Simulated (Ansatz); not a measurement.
Two structures of SiPH$_{7}$SO, closed shell, reached by relaxing down either side of one saddle point (PBE0-D4/def2-TZVP). Energies are electronic, without zero-point energy. Program: Ansatz 0.2.0. Basis: def2-TZVPP and def2-QZVPP. Cores are frozen in the correlated methods. Extrapolation: Hartree–Fock as exp(−7.88 √X), correlation as X^−2.97. First:

```xyz
11
angstrom
Si -1.6755 -0.4253 0.2703
S -0.8074 -2.3645 0.1758
H -3.1355 -0.6846 0.1959
H -1.3149 0.2864 1.5149
O -1.1591 0.5769 -0.9307
H 3.3172 0.9805 0.5651
P 2.0118 0.5567 0.2036
H 0.4384 -1.8905 0.3787
H -1.2184 0.2398 -1.8267
H 1.3956 1.7682 0.6020
H 2.1478 0.9564 -1.1490
```

Second:

```xyz
11
angstrom
Si -0.9152 0.2984 -0.1772
S 0.9004 -2.7412 1.2171
H -1.1863 -0.9389 -0.9554
H -1.1438 0.0813 1.2683
O -1.9574 1.5081 -0.5944
H 1.8511 -1.9205 0.7420
P 1.2649 0.7872 -0.4990
H 0.9052 -2.1397 2.4161
H -1.9469 1.8091 -1.5038
H 1.1392 2.1274 -0.0460
H 1.0886 1.1287 -1.8675
```

Which bonds change from the first to the second?

SiH₄SO ([OH][SiH2][SH]) + PH₃ → SiPH₅O ([OH][SiH2][PH2]) + H₂S; bonds formed: Si1–P7, S2–H6; bonds broken: Si1–S2, H6–P7.

Give the saddle point's structure and its height above each. (To be estimated.)

Computed: 47.03 kcal/mol above the first and 34.76 kcal/mol above the second (CCSD(T) at an estimated basis limit (MP2 extrapolated from triple and quadruple zeta, plus CCSD(T) − MP2 in triple zeta)).
| atom | x (Å) | y (Å) | z (Å) |
| --- | --- | --- | --- |
| Si1 | -0.9660 | 0.0153 | 0.0216 |
| S2 | 0.7140 | -2.1264 | 0.5566 |
| H3 | -1.3985 | -0.9220 | -1.0364 |
| H4 | -1.2701 | -0.1955 | 1.4457 |
| O5 | -1.7698 | 1.4437 | -0.2880 |
| H6 | 1.7912 | -0.5062 | 0.6483 |
| P7 | 1.2331 | 0.6035 | -0.1940 |
| H8 | 0.5322 | -1.9623 | 1.8762 |
| H9 | -2.0501 | 1.5998 | -1.1907 |
| H10 | 1.5631 | 1.9795 | -0.4040 |
| H11 | 1.6207 | 0.0705 | -1.4351 |

T1 diagnostic: at most 0.016.

Labels in which every atom is bracketed show which atoms are joined, not bond orders.

For scale, one of the runs: CCSD(T)/def2-TZVPP, 255 basis functions, launched by `ansatz run in.yaml --threads 4 --pin off --events-out ev --progress --plain --max-ram 9574MiB`. Hardware: 4 CPU threads of an Arm Neoverse V2, shared host. Wall time 110 s; peak host memory 5.2 GiB.
